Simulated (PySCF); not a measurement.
Work out the structure from these simulated measurements.

Formula: C2H4FNOSi.

| Item | Value |
| --- | --- |
| NMR, other nuclei | isotropic shieldings of nuclei other than C and H, by class: 214 (1 N), 197 (1 O), 343 (1 F), 369 (1 Si) ppm [GIAO PBE0/pcSseg-1] |
| Dipole | 2.76 D [PBE0/pcSseg-1] |
| 1H NMR | chemical shifts (computed TMS as zero) by class: 5.20 (1 H), 0.47 (3 H) ppm [GIAO PBE0/pcSseg-1] |
| Rotational structure | rotational constants A, B, C: 5.821, 1.545, 1.306 GHz [GFN2-xTB] |
| 13C NMR | chemical shifts (computed TMS as zero) by class: 126.9 (1 C), 2.1 (1 C) ppm [GIAO PBE0/pcSseg-1] |

Electronic properties: PySCF, gas phase, density fitting. Levels stand in brackets. One conformer (not necessarily the lowest) at the GFN2-xTB geometry, without solvent, vibrations or thermal averaging. NMR values are class means; diastereotopic atoms form classes of their own.

Task: Propose a structure and show how it fits.

Result: Numbering: `[CH3:1][Si@@H:2]([F:3])[N:4]=[C:5]=[O:6]`. Its formula, C2H4FNOSi, gives 2 degrees of unsaturation: 0 rings and 2 π bonds in the structure found. 2 carbons fall into 2 classes; from least to most shielded: isocyanate carbon [C5] (126.9 ppm), Si-methyl carbon [C1] (2.1 ppm). Hydrogen classes from least to most shielded: 1 H on a fluorine-bound silicon, Si2 (5.20 ppm), 3 H on an Si-methyl carbon, C1 (0.47 ppm, a mean of values up to 0.5 ppm apart in this geometry). The other shieldings belong to: 214 ppm, isocyanate nitrogen [N4]; 197 ppm, oxygen bonded to C [O6]; 343 ppm, silicon-bound fluorine [F3]; 369 ppm, fluorine-bound silicon [Si2]. The optimised geometry has point group C1 and is an asymmetric top. Structure: methylfluoroisocyanate silane, `C[Si@@H](F)N=C=O`. The assignments are read from this structure; whether some other isomer fits the data as well wasn't checked. The mirror image fits equally.

Conformer computed: `[CH3:1][Si@@H:2]([F:3])[N:4]=[C:5]=[O:6]`: C1–Si2–N4–C5 62°.
